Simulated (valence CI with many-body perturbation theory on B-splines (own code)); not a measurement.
# E1 line list for Sn³⁴⁺

Level of theory: valence CI with perturbative core correlation (CI+MBPT): six valence electrons over a frozen Dirac-Fock core [Ne], radial functions for each j: 9 s, 9 p, 8 d, 6 f, 3 g, 1 h, with the one-electron correlation potential Σ1 (screened to all orders), the two-electron term Σ2, the three-electron term Σ3, Breit, model QED; selected single and double excitations, second order for the rest, scaled by the run's own slope (own B-spline code, finite nucleus).

The last digits are not significant, and no measured levels were compared; by estimate large intervals hold to a few tenths of a per cent, small ones and those within an open d or f shell to about a per cent. Among the levels kept, up to 1500 cm⁻¹ of a level comes from second order outside the variational space, and about a tenth of that is noise between levels of different J, which matters for small intervals.

Lines 1 to 50 of 85 in falling wavelength, among levels below 1934900 cm⁻¹, chosen from the strongest by gf and those to the six lowest levels. Wavelengths and rates use the calculated energies. Electric multipoles are in the length gauge, E1 and E2 with the static RPA response of the core. Weak lines are less certain than strong ones. Lines between different terms over intervals too small for the method are left out, as are lines whose strength nearly cancels. The highest levels of a list are the least certain.

Levels are named by their leading jj configuration (3d3/2^4 stands for four electrons in 3d with j = 3/2), which in mixed levels can hold well under half, so a name can repeat and another be missing. Letters in brackets count levels of one name in rising energy.

```
λ vac (nm)                               Upper                       Lower   A (s⁻¹)  log gf  Branch %
     48.08      (3s^2 3p1/2^2 3p3/2 3d3/2) J=1          (3s^2 3p3/2^4) J=0  8.85e+05   -4.04       0.1
     25.02            (3s 3p1/2^2 3p3/2^3) J=1          (3s^2 3p3/2^4) J=0  3.47e+07   -3.01       0.0
     19.89      (3s^2 3p1/2^2 3p3/2 3d5/2) J=1          (3s^2 3p3/2^4) J=0  2.27e+07   -3.39       0.0
     17.04  (3s^2 3p1/2 3p3/2^2 3d3/2) J=1 [a]          (3s^2 3p3/2^4) J=0  1.47e+08   -2.72       0.8
     15.44      (3s^2 3p1/2^2 3p3/2 3d3/2) J=2    (3s^2 3p1/2 3p3/2^3) J=2  4.33e+08   -2.11      47.6
     15.03      (3s^2 3p1/2^2 3p3/2 3d3/2) J=1    (3s^2 3p1/2 3p3/2^3) J=2  7.91e+08   -2.10      79.7
     14.53      (3s^2 3p1/2^2 3p3/2 3d3/2) J=3    (3s^2 3p1/2 3p3/2^3) J=2  7.95e+06   -3.75       2.5
     14.39      (3s^2 3p1/2 3p3/2^2 3d5/2) J=1          (3s^2 3p3/2^4) J=0  6.88e+08   -2.19       6.2
     14.36            (3s 3p1/2^2 3p3/2^3) J=2    (3s^2 3p1/2 3p3/2^3) J=2  1.00e+09   -1.81      12.1
     14.30      (3s^2 3p1/2^2 3p3/2 3d3/2) J=2    (3s^2 3p1/2 3p3/2^3) J=1  4.75e+08   -2.14      52.2
     13.95      (3s^2 3p1/2^2 3p3/2 3d3/2) J=1    (3s^2 3p1/2 3p3/2^3) J=1  1.75e+08   -2.82      17.6
     13.51      (3s^2 3p1/2^2 3p3/2 3d3/2) J=0    (3s^2 3p1/2 3p3/2^3) J=1  7.88e+07   -3.67     100.0
     13.37            (3s 3p1/2^2 3p3/2^3) J=2    (3s^2 3p1/2 3p3/2^3) J=1  1.70e+09   -1.64      20.5
     12.25  (3s^2 3p1/2 3p3/2^2 3d3/2) J=1 [b]          (3s^2 3p3/2^4) J=0  8.25e+08   -2.25       0.2
     11.67            (3s 3p1/2^2 3p3/2^3) J=1    (3s^2 3p1/2 3p3/2^3) J=2  4.95e+09   -1.52       6.7
     11.60      (3s^2 3p1/2^2 3p3/2 3d5/2) J=2    (3s^2 3p1/2 3p3/2^3) J=2  2.06e+09   -1.68       2.8
     11.27      (3s^2 3p1/2^2 3p3/2 3d5/2) J=3    (3s^2 3p1/2 3p3/2^3) J=2  1.39e+07   -3.73       0.0
     11.25  (3s^2 3p1/2 3p3/2^2 3d3/2) J=1 [c]          (3s^2 3p3/2^4) J=0  3.01e+08   -2.77       0.1
     11.01            (3s 3p1/2^2 3p3/2^3) J=1    (3s^2 3p1/2 3p3/2^3) J=1  2.50e+09   -1.87       3.4
     10.95      (3s^2 3p1/2^2 3p3/2 3d5/2) J=2    (3s^2 3p1/2 3p3/2^3) J=1  2.92e+09   -1.58       4.0
     10.57  (3s^2 3p1/2 3p3/2^2 3d3/2) J=1 [d]          (3s^2 3p3/2^4) J=0  3.45e+08   -2.76       0.1
     10.41      (3s^2 3p1/2^2 3p3/2 3d5/2) J=1    (3s^2 3p1/2 3p3/2^3) J=2  1.56e+09   -2.12       2.4
     9.885      (3s^2 3p1/2^2 3p3/2 3d5/2) J=1    (3s^2 3p1/2 3p3/2^3) J=1  1.25e+09   -2.26       1.9
     9.604  (3s^2 3p1/2 3p3/2^2 3d3/2) J=2 [a]    (3s^2 3p1/2 3p3/2^3) J=2  1.03e+08   -3.15       2.5
     9.575  (3s^2 3p1/2 3p3/2^2 3d3/2) J=1 [a]    (3s^2 3p1/2 3p3/2^3) J=2  1.45e+08   -3.22       0.7
     9.566      (3s^2 3p1/2^2 3p3/2 3d3/2) J=1  (3s^2 3p1/2^2 3p3/2^2) J=0  6.22e+03   -7.59       0.0
     9.312  (3s^2 3p1/2 3p3/2^2 3d3/2) J=3 [a]    (3s^2 3p1/2 3p3/2^3) J=2  4.08e+06   -4.43       0.1
     9.209      (3s^2 3p1/2 3p3/2^2 3d3/2) J=0    (3s^2 3p1/2 3p3/2^3) J=1  2.49e+08   -3.50      99.6
     9.152  (3s^2 3p1/2 3p3/2^2 3d3/2) J=2 [a]    (3s^2 3p1/2 3p3/2^3) J=1  5.97e+07   -3.43       1.4
     9.126  (3s^2 3p1/2 3p3/2^2 3d3/2) J=1 [a]    (3s^2 3p1/2 3p3/2^3) J=1  6.76e+07   -3.60       0.3
     8.941      (3s^2 3p1/2^2 3p3/2 3d3/2) J=2  (3s^2 3p1/2^2 3p3/2^2) J=2  1.92e+06   -4.94       0.2
     8.817  (3s^2 3p1/2 3p3/2^2 3d5/2) J=3 [a]    (3s^2 3p1/2 3p3/2^3) J=2  1.23e+08   -3.00       2.8
     8.802      (3s^2 3p1/2^2 3p3/2 3d3/2) J=1  (3s^2 3p1/2^2 3p3/2^2) J=2  2.61e+07   -4.04       2.6
     8.678      (3s^2 3p1/2 3p3/2^2 3d5/2) J=1    (3s^2 3p1/2 3p3/2^3) J=2  6.45e+09   -1.66      58.4
     8.628      (3s^2 3p1/2^2 3p3/2 3d3/2) J=3  (3s^2 3p1/2^2 3p3/2^2) J=2  3.14e+08   -2.61      97.5
     8.568            (3s 3p1/2^2 3p3/2^3) J=2  (3s^2 3p1/2^2 3p3/2^2) J=2  5.59e+09   -1.51      67.4
     8.538  (3s^2 3p1/2 3p3/2^2 3d5/2) J=0 [a]    (3s^2 3p1/2 3p3/2^3) J=1  1.30e+10   -1.85     100.0
     8.470  (3s^2 3p1/2 3p3/2^2 3d3/2) J=2 [b]    (3s^2 3p1/2 3p3/2^3) J=2  4.38e+06   -4.63       0.0
     8.307      (3s^2 3p1/2 3p3/2^2 3d5/2) J=1    (3s^2 3p1/2 3p3/2^3) J=1  7.48e+07   -3.63       0.7
     8.117  (3s^2 3p1/2 3p3/2^2 3d3/2) J=2 [b]    (3s^2 3p1/2 3p3/2^3) J=1  9.73e+08   -2.32       2.8
     8.084            (3s 3p1/2^2 3p3/2^3) J=1  (3s^2 3p1/2^2 3p3/2^2) J=0  1.28e+09   -2.42       1.7
     7.850  (3s^2 3p1/2 3p3/2^2 3d3/2) J=1 [b]    (3s^2 3p1/2 3p3/2^3) J=2  4.54e+09   -1.90       1.2
     7.799  (3s^2 3p1/2 3p3/2^2 3d3/2) J=3 [b]    (3s^2 3p1/2 3p3/2^3) J=2  3.69e+09   -1.63       0.8
     7.792  (3s^2 3p1/2 3p3/2^2 3d3/2) J=2 [c]    (3s^2 3p1/2 3p3/2^3) J=2  1.40e+09   -2.20       0.3
     7.649  (3s^2 3p1/2 3p3/2^2 3d5/2) J=2 [a]    (3s^2 3p1/2 3p3/2^3) J=2  6.67e+08   -2.53       5.0
     7.546  (3s^2 3p1/2 3p3/2^2 3d3/2) J=1 [b]    (3s^2 3p1/2 3p3/2^3) J=1  1.54e+10   -1.40       4.2
     7.531            (3s 3p1/2^2 3p3/2^3) J=1  (3s^2 3p1/2^2 3p3/2^2) J=2  6.55e+10   -0.78      88.2
     7.504      (3s^2 3p1/2^2 3p3/2 3d5/2) J=2  (3s^2 3p1/2^2 3p3/2^2) J=2  6.76e+10   -0.54      93.1
     7.493  (3s^2 3p1/2 3p3/2^2 3d3/2) J=2 [c]    (3s^2 3p1/2 3p3/2^3) J=1  1.79e+10   -1.12       3.8
     7.462      (3s^2 3p1/2^2 3p3/2 3d5/2) J=1  (3s^2 3p1/2^2 3p3/2^2) J=0  6.20e+10   -0.81      93.7
```

How does gf follow from A for the line at 14.30 nm?

gf = 1.4992 × (2J+1)_upper × A / σ², with σ = 699155 cm⁻¹ and 2J+1 = 5: gf = 0.00729.
